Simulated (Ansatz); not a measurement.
System: sum formula SnOH, net charge 1, singlet state. It need not be the lowest isomer of its formula. 
Structure (B3LYP-D3(BJ)/def2-TZVP (Ansatz, an electronic-structure program) minimum search):
SMILES: [OH+]=[Sn]
```xyz
3

O      0.0000     0.0000    -1.5731
Sn     0.0000     0.0000     0.3024
H      0.0000     0.0000    -2.5373
```
Charge +1, spin multiplicity 1.

Wanted: vertical electron affinity (to the doublet state of charge +0; a negative value means that the extra electron is unbound and the number depends on the basis; each state is the SCF solution reached for its spin), in eV. Valence correlation only, unless marked. Open shells are spin-unrestricted. No spin-orbit coupling. Frozen are the shells of the preceding noble gas and the d and f shells that filled before the atom's block. Past Kr the def2 sets carry scalar-relativistic core potentials. CBS(X,Y): correlation extrapolated as X^-3; Hartree-Fock from the larger set.

| level | program | vertical electron affinity (eV) |
|---|---|---|
| SVWN5/def2-TZVPD | Ansatz | 6.30 |
| PBE/def2-TZVPD | Ansatz | ___ |
| r2SCAN/def2-TZVPD | Ansatz | 6.33 |
| BHLYP/def2-TZVPD | Ansatz | 6.28 |
| CAM-B3LYP/def2-TZVPD | Ansatz | 6.36 |
| wB97M-V/def2-TZVPD | Ansatz | 6.26 |
| wB97X-V/def2-TZVPD | Ansatz | ___ |
| wB97X/def2-TZVPD | Ansatz | 6.21 |
| CCSD/def2-SVPD | Ansatz | ___ |
| CCSD/def2-TZVPPD | Ansatz | ___ |
| CCSD/def2-QZVPPD | Ansatz | 6.20 |
| CCSD(T)/CBS(def2-TZVPPD,def2-QZVPPD) | Ansatz | 6.22 |

What belongs in the gaps?


- PBE/def2-TZVPD, vertical electron affinity (eV): 6.18
- wB97X-V/def2-TZVPD, vertical electron affinity (eV): 6.23
- CCSD/def2-SVPD, vertical electron affinity (eV): 6.08
- CCSD/def2-TZVPPD, vertical electron affinity (eV): 6.17
